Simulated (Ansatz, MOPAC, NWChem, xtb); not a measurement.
# A ladder of methods for CH3Cl3Si (methyltrichlorosilane)

CH3Cl3Si, singlet, SMILES `C[Si](Cl)(Cl)Cl`. Each level relaxes the structure for itself.

Quantity: the highest harmonic wavenumber at each level's own minimum, in cm⁻¹. The values are calculated.

```json
{"level": "PM6-D3H4", "kind": "semi-empirical", "program": "MOPAC", "value (cm⁻¹)": "2802"}
{"level": "PM7", "kind": "semi-empirical", "program": "MOPAC", "value (cm⁻¹)": "2729"}
{"level": "PM7-", "kind": "semi-empirical", "program": "MOPAC", "value (cm⁻¹)": "2729"}
{"level": "GFN1-xTB", "kind": "semi-empirical", "program": "xtb", "value (cm⁻¹)": "3013"}
{"level": "HF/STO-3G", "kind": "Hartree–Fock", "program": "Ansatz", "value (cm⁻¹)": "3763"}
{"level": "HF/3-21G", "kind": "Hartree–Fock", "program": "Ansatz", "value (cm⁻¹)": "3285"}
{"level": "HF/6-31G* (Cartesian functions)", "kind": "Hartree–Fock", "program": "Ansatz", "value (cm⁻¹)": "3290"}
{"level": "PBE/def2-SVP", "kind": "GGA", "program": "Ansatz", "value (cm⁻¹)": "3096"}
{"level": "B3LYP/def2-SVP", "kind": "global hybrid", "program": "NWChem", "value (cm⁻¹)": "3142"}
{"level": "PBE0-D4/def2-TZVP", "kind": "global hybrid", "program": "Ansatz", "value (cm⁻¹)": "3154"}
```

Harmonic and unscaled. The values span 2729 to 3763 cm⁻¹. Without the sets that lack polarisation functions the rows with a basis span only 3096 to 3290 cm⁻¹.
